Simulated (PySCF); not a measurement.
## BrTeN, singlet: molecular constants

These are results of PBE0/[Te def2-TZVP with ECP28, N def2-TZVP, Br def2-TZVP], scalar-relativistic core potentials, density fitting, no spin–orbit coupling, PySCF, not measurements.

The structure is a minimum.

| Property | Result |
| --- | --- |
| Point group | Cs |
| Bond lengths | Te–Br 2.575 Å, Te–N 1.798 Å |
| Bond angles | Br–Te–N 111.7° |
| Atomisation energy without zero-point energy | 470 kJ/mol |
| Highest occupied level | -7.68 eV |
| Heat capacity Cp at 298.15 K | 50.5 J/(mol K) |
| Entropy at 298.15 K and 1 bar | 307.2 J/(mol K) |
| Dipole moment | 3.20 D |
| Enthalpy at 298.15 K above 0 K | 12.98 kJ/mol |
| Zero-point energy | 8.0 kJ/mol |
| Principal quadrupole moments (Buckingham, traceless) about the centre of mass | -10.27, 4.90, 5.37 D Å |
| Rotational constants | 0.5159, 0.04621, 0.04241 cm⁻¹ |
| Lowest empty level | -3.99 eV |
| Principal polarisabilities | 38.7, 53.3, 94.8 bohr³ |
| Rotational symmetry number | 1 |

Harmonic modes (masses in u: Te 129.906, N 14.003, Br 78.918):
| symmetry | ω (cm⁻¹) | IR (km/mol) | μ (u) | type |
| --- | --- | --- | --- | --- |
| a' | 171 | 2.4 | 18.83 | bend |
| a' | 231 | 46.1 | 59.48 | mixed |
| a' | 944 | 22.6 | 15.30 | stretch |

Charges (e):
```tsv
atom	Mulliken	Löwdin	polar tensor	Mayer order to Te1
Te1	0.70	0.63	0.86	–
N2	-0.41	-0.47	-0.31	2.47
Br3	-0.29	-0.16	-0.55	0.90
```

Mulliken populations on Te1 (electrons outside its core potential): s 3.88, p 9.08, d 10.28, f 0.06.

Outer orbital energies (eV). occupied: -21.38, -16.35, -10.95, -9.94, -9.86, -8.42, -8.40, -7.68; empty: -3.99, -2.53, -0.44, 3.00.

Counting electrons, tellurium keeps 2 of its valence electrons outside its bonds, so the VSEPR class is AX2E1 and the expected shape is bent; with unlike ligands the computed point group is Cs.

This need not be the most stable arrangement of these atoms.

The final relaxation and frequency run took of the order of 2.3 core-minutes on a shared host.
